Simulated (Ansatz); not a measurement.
`[O]=[Nb]([F])([Cl])[Cl]` + H₂O → `[O]=[Nb]([OH])([Cl])[Cl]` + H–F at 600 K and 1 bar (formal hydrolysis of the Nb–F bond).

Isolated molecules relaxed with PBE0-D4/def2-TZVP in Ansatz; ΔE leaves out vibrations. CCSD(T)/CBS is the MP2 limit (def2-TZVPP, def2-QZVPP) plus CCSD(T) − MP2 in def2-TZVPP, frozen cores. This one scheme is used for every species. Elements past krypton have def2 core potentials. For Nb outer-core shells are correlated without core-valence functions, which leaves a few kJ/mol of doubt a bond. Each species was taken in one conformer, which may not be the lowest.

```tsv
species	CCSD(T)/CBS energy (Eh)	H − E (kJ/mol)	S (J/(mol·K))
`[O]=[Nb]([F])([Cl])[Cl]`	-1151.68753	69.8	420.4
H₂O	-76.37941	76.8	212.8
`[O]=[Nb]([OH])([Cl])[Cl]`	-1127.66427	104.3	435.4
H–F	-100.39570	42.3	194.0
```

H − E and S are ideal-gas, rigid-rotor, harmonic terms from PBE0-D4/def2-TZVP, for one conformer and one mirror image of each species. 1 Eh = 2625.50 kJ/mol, R = 8.31446 J/(mol·K).

Problem. By hand: ΔE, ΔH, ΔS and ΔG.

Solution. ΔE = (-1127.66427) + (-100.39570) − (-1151.68753) − (-76.37941) = 0.00697 Eh = 18.3 kJ/mol. Δ(H − E) = 104.3 + 42.3 − 69.8 − 76.8 = 0.0, so ΔH = 18.3 kJ/mol. ΔS = 435.4 + 194.0 − 420.4 − 212.8 = -3.8 J/(mol·K). ΔG = 18.3 − 600 × (-3.8)/1000 = 20.6 kJ/mol.

Problem. By hand: the equilibrium constant, and the temperature at which ΔG would vanish if ΔH and ΔS stayed fixed.

Solution. log₁₀ K = −ΔG/(RT ln 10) = -1.8. ΔH and −TΔS have one sign here, so there is no such temperature.

The number of gas molecules stays the same, so ΔS is small and ΔH decides. A doubt of 5 kJ/mol in ΔE shifts log₁₀ K by 0.4 here. Other conformers and mirror images would add mixing entropy, several J/(mol·K) or more a flexible species. These are equilibria of isolated gas molecules and say nothing of rates. Largest T1 diagnostic: 0.021 (customary marks: 0.02 for closed shells, 0.045 for open ones).

ΔS is within the doubt of such terms, so its sign, and with it that verdict, could turn.
